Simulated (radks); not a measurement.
Eu0.5+, 62.5 electrons, occupied as [Xe] 4f7 6s1.5 (fractional occupations, a model configuration).

Method: Dirac Kohn-Sham, PBE, spin-unpolarised, spherical densities, point nucleus; open shells are shared between the two j in proportion to 2j + 1; computed with a radial shooting solver on a logarithmic mesh with Libxc functionals.

Energy parts (eV):
| part | energy |
|---|---|
| total | -295299.89 |
| kinetic | 321135.54 |
| electron-nucleus | -724521.02 |
| Hartree | 114701.41 |
| exchange-correlation | -6615.83 |

Orbitals (lengths in bohr, moments of r in powers of bohr):
1s1/2: occ. 2; eigenvalue (eV) -48324.93; <r> 0.02232; small-component weight 5.50e-02
2s1/2: occ. 2; eigenvalue (eV) -7934.031; <r> 0.09458; small-component weight 1.21e-02
2p1/2: occ. 2; eigenvalue (eV) -7526.584; <r> 0.07907; small-component weight 1.22e-02
2p3/2: occ. 4; eigenvalue (eV) -6878.525; <r> 0.08580; small-component weight 1.13e-02
3s1/2: occ. 2; eigenvalue (eV) -1748.175; <r> 0.2491; small-component weight 3.82e-03
3p1/2: occ. 2; eigenvalue (eV) -1572.350; <r> 0.2388; small-component weight 3.76e-03
3p3/2: occ. 4; eigenvalue (eV) -1440.240; <r> 0.2517; small-component weight 3.52e-03
3d3/2: occ. 4; eigenvalue (eV) -1136.258; <r> 0.2236; small-component weight 3.40e-03
3d5/2: occ. 6; eigenvalue (eV) -1107.515; <r> 0.2276; small-component weight 3.33e-03
4s1/2: occ. 2; eigenvalue (eV) -349.4041; <r> 0.5660; small-component weight 1.21e-03
4p1/2: occ. 2; eigenvalue (eV) -281.5050; <r> 0.5791; small-component weight 1.13e-03
4p3/2: occ. 4; eigenvalue (eV) -252.3607; <r> 0.6084; small-component weight 1.05e-03
4d3/2: occ. 4; eigenvalue (eV) -140.6655; <r> 0.6482; small-component weight 8.82e-04
4d5/2: occ. 6; eigenvalue (eV) -135.4372; <r> 0.6586; small-component weight 8.59e-04
4f5/2: occ. 3; eigenvalue (eV) -6.0021; <r> 0.9621; small-component weight 4.70e-04
4f7/2: occ. 4; eigenvalue (eV) -5.3855; <r> 0.9827; small-component weight 4.59e-04
5s1/2: occ. 2; eigenvalue (eV) -47.5656; <r> 1.382; small-component weight 2.50e-04
5p1/2: occ. 2; eigenvalue (eV) -29.4085; <r> 1.561; small-component weight 1.95e-04
5p3/2: occ. 4; eigenvalue (eV) -25.6137; <r> 1.660; small-component weight 1.73e-04
6s1/2: occ. 1.5; eigenvalue (eV) -5.9947; <r> 4.046; small-component weight 2.86e-05

The highest occupied level is 4f7/2 at -5.385 eV. The density falls to 0.001 e/bohr^3 at r = 4.91 bohr. Summed over all electrons, <r^2> = 68.81 bohr^2, which gives a Langevin (diamagnetic) susceptibility term of -54.5 x 10^-6 cm^3/mol.
